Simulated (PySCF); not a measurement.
Z-matrix (Å, degrees):
```
Zr
F 1 1.9078
F 1 1.9078 2 109.46
F 1 1.9078 2 109.46 3 120.00
F 1 1.9078 2 109.46 3 -120.01
```
Charge 0, spin multiplicity 1.

### Question
Estimate the charge on the central atom (Mulliken), HOMO–LUMO gap and LUMO that TPSSh-D3(BJ)/def2-TZVP // BP86-D3(BJ)/def2-SVP run with PySCF returns for this input.

### Answer

```
Item                                     Result
-------------------------------------  --------
charge on the central atom (Mulliken)    1.81 e
HOMO–LUMO gap                           9.18 eV
LUMO                                   -1.88 eV
```
